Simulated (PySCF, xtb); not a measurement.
FGeH3Mg, SMILES [F][Mg][GeH3].

GFN2-xTB (xtb) at its own geometry gives an orbital gap of 3.73 eV and a dipole moment of 4.11 D.

Coordinates come from a PBE0-D3(BJ)/def2-TZVP optimisation.

Problem. What does PBE0/def2-TZVPD in PySCF give? (Estimate from the structure and the level; the computed values follow.)

Solution. gap 6.21 eV (levels -7.53 and -1.32 eV), dipole 1.29 D.
